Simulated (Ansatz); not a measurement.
Ideal-gas functions of H₄NO₃Ta, SMILES `[NH]=[Ta]([OH])([OH])[OH]` at 800 K and 1 bar, from an Ansatz frequency run at PBE0-D4/def2-TZVP.

Molar mass 246.98 g/mol, point group Cs (symmetry number 1), electronic degeneracy 1, moments of inertia 159.834, 163.502, 174.663 u Å². Harmonic wavenumbers (cm⁻¹, unscaled): 133, 177, 178, 196, 226, 255, 294, 357, 410, 436, 499, 513, 596, 676, 695, 709, 1001, 3702, 3935, 3937, 3941.

Use S(trans) = R[1.5 ln M + 2.5 ln T − 1.1517]; rotational temperatures θ = 24.2544 K / I; S(rot) = R[ln(√π/σ · √(T³/θAθBθC)) + 1.5]; for each mode x = 1.438777 ν̃/T, S = R[x/(eˣ − 1) − ln(1 − e⁻ˣ)] and H = RT x/(eˣ − 1); 1 cm⁻¹ = 0.0119627 kJ/mol; R = 8.31446 J/(mol·K).

Question: By hand: the entropy, in J/(mol·K).

Answer: Translation 198.1. Rotation: θ = 0.1517, 0.1483, 0.1389 K, giving 124.6. Vibration, mode by mode: 20.23, 17.87, 17.82, 17.03, 15.86, 14.87, 13.71, 12.14, 11.03, 10.55, 9.49, 9.27, 8.12, 7.18, 6.98, 6.84, 4.47, 0.08, 0.06, 0.06, 0.06, in all 203.7. Electronic 0.0. Sum 526.4 J/(mol·K).

Question: By hand: H − E and G − E in kJ/mol, counted from the electronic energy.

Answer: Zero-point energy ½ × 22866 × 0.0119627 = 136.8; thermal vibration 76.5; translation, rotation and pV give 4 RT = 26.6. H − E = 239.9 kJ/mol, and G − E = 239.9 − 800 × 526.4/1000 = -181.2 kJ/mol.

Vibration gives 39 % of the entropy, 20.2 J/(mol·K) of it from the mode under 150 cm⁻¹: soft modes count most, and the harmonic formula is weakest for them. The sum counts one conformer and one mirror image; others add a mixing term.
